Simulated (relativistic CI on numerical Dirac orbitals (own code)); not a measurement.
What each ingredient does to the levels of Sn³¹⁺

Base calculation: Dirac-Coulomb-Breit CI, separate exchange-only KLI orbitals for each configuration, QED by a radiative potential, unscaled Slater integrals.

CI space (outside the closed core [Ne]): 3s2.3p6.3d, 3s2.3p5.3d2, 3s.3p6.3d2, 3s2.3p6.4s, 3s2.3p6.4p, 3s2.3p6.4d, 3s2.3p5.3d.4s, 3s2.3p6.4f, 3s2.3p5.3d.4p, 3s2.3p5.3d.4d, 3s.3p6.3d.4s, 3p6.3d2.4p, 3s2.3p5.3d.4f, 3s.3p6.3d.4p, 3s2.3p6.5s, 3s.3p6.3d.4d, 3s2.3p6.5p, 3s2.3p6.5d, 3s.3p6.3d.4f, 3s2.3p6.5f, 3s2.3p6.5g, 3p6.3d3, 3p5.3d4, 3p5.3d3.4s, 3p6.3d2.4s, 3p5.3d2.4s2, 3p6.3d2.4d, 3p5.3d3.4d, 3p5.3d2.4s.4d. Double excitations out of closed p, d and f shells are left out; levels of such configurations are missing from the list, as are those of other unlisted configurations, and high levels can miss mixing partners. These lack a partner that the ground configuration has and come out too high: 3s2.3p5.3d.4p, 3s2.3p5.3d.4f.

The lowest level and the first level of each name with at least 55 % of one term (blank where a level has no safe partner in the second run):

```
               Level  Base (cm⁻¹)  Shift (cm⁻¹)
   3s2.3p6.3d 2D_3/2            0             0
   3s2.3p6.3d 2D_5/2        92133           +88
 3s2.3p5.3d2 4D°_1/2      1182310         -5022
 3s2.3p5.3d2 4D°_3/2      1193004         -4832
 3s2.3p5.3d2 4D°_7/2      1296971         -4432
 3s2.3p5.3d2 4G°_9/2      1297601         -3936
3s2.3p5.3d2 4G°_11/2      1330265         -3672
 3s2.3p5.3d2 4F°_9/2      1403921         -4744
3s2.3p5.3d2 2H°_11/2      1423857         -3696
 3s2.3p5.3d2 2P°_1/2      1483190         -4964
 3s2.3p5.3d2 2G°_9/2      1486154         -4489
   3s.3p6.3d2 4F_3/2      2633407         -2419
   3s.3p6.3d2 4F_5/2      2661916         -2497
   3s.3p6.3d2 4F_7/2      2716002         -2511
   3s.3p6.3d2 4P_1/2      2745538         -2403
   3s.3p6.3d2 4F_9/2      2763465         -2476
   3s.3p6.3d2 4P_3/2      2780487         -2408
   3s.3p6.3d2 2F_5/2      2831258         -3327
   3s.3p6.3d2 2D_3/2      2842037         -1268
   3s.3p6.3d2 2G_7/2      2855658         -2713
   3s.3p6.3d2 2G_9/2      2883757         -2476
   3s.3p6.3d2 2D_5/2      2901246         -2250
```

At this charge energies of transitions that change n are usually good to better than 1 %, and those within a shell (Δn = 0) to a few per cent.

Q: One thing was changed in a second run, which moved the levels as shown. Which?
A. configuration mixing switched off
B. Breit term removed
C. only the first 3 configurations
D. QED terms removed
E. P86 correlation estimate

A: C. Only the first 3 configurations. With fewer configurations the levels that remain lose their mixing partners.

LS names give the leading component of a level, which can be under half, so a name can repeat, a term be missing and a line seem to break the LS rules.
